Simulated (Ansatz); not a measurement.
C$_{7}$H$_{9}$O, charge +1, singlet, geometry from GFN2-xTB; Ansatz (a first-principles code) with PBE/STO-3G.

Ansatz was given this input:
Ansatz 0.2 input:
```yaml
crystal:
  periodic: [false, false, false]
  atoms:
    - {symbol: C, position_ang: [2.87951788, 0.20566659, 0.42166366]}
    - {symbol: C, position_ang: [1.40826357, 0.10095801, 0.21597349]}
    - {symbol: C, position_ang: [0.71987839, 1.09958188, -0.47152699]}
    - {symbol: C, position_ang: [-0.64445072, 1.01104217, -0.68628767]}
    - {symbol: C, position_ang: [-1.30523065, -0.09810312, -0.20179620]}
    - {symbol: O, position_ang: [-2.75355612, -0.22906971, -0.47044933]}
    - {symbol: C, position_ang: [-0.66932931, -1.10929232, 0.48541880]}
    - {symbol: C, position_ang: [0.69632597, -0.99914869, 0.68833419]}
    - {symbol: H, position_ang: [3.21187229, -0.43385518, 1.23387831]}
    - {symbol: H, position_ang: [3.17135935, 1.23172760, 0.63031576]}
    - {symbol: H, position_ang: [3.39733766, -0.10458254, -0.48607370]}
    - {symbol: H, position_ang: [1.25611675, 1.95835130, -0.84314072]}
    - {symbol: H, position_ang: [-1.16763125, 1.78695379, -1.22369178]}
    - {symbol: H, position_ang: [-3.16875779, 0.65590003, -0.55414266]}
    - {symbol: H, position_ang: [-3.18240640, -0.77713632, 0.22116556]}
    - {symbol: H, position_ang: [-1.21094853, -1.96791192, 0.85156121]}
    - {symbol: H, position_ang: [1.21165585, -1.78111609, 1.22304716]}
basis:
  gaussian:
    orbitals: STO-3G
    final_grid: {core_spheres: 14, valence_spheres: 28, degree: 59}
hamiltonian:
  xc: pbe
total_charge: 1
```

What the program printed (banner, timings and long lists left out):

```
Functional definition: PBE
697 factors; integrals over basis functions are off by at most 4.3e-5 eV
mean field evaluation 1: about -9314.9486 eV, gradient 2.1e1 eV
mean field evaluation 2: about -9312.7378 eV, gradient 3.4e1 eV
mean field evaluation 4: about -9316.6422 eV, gradient 2.7e0 eV
mean field evaluation 8: about -9316.4042 eV, gradient 3.1e-2 eV
mean field evaluation 16: about -9316.4042 eV, gradient 6.0e-5 eV
mean field -9316.40418535 eV, -342.3715389261 hartree, gradient 6.0e-5 eV, S^2 0.000000; 0 other end points of the search recorded, 0 dependent functions left out
reference -9316.40421418 eV, -342.3715399856 hartree; 29, 29 occupied and 20, 20 virtual orbitals, 697 factors
Total energy: -9316.40421418 eV, -342.3715399856 hartree
```
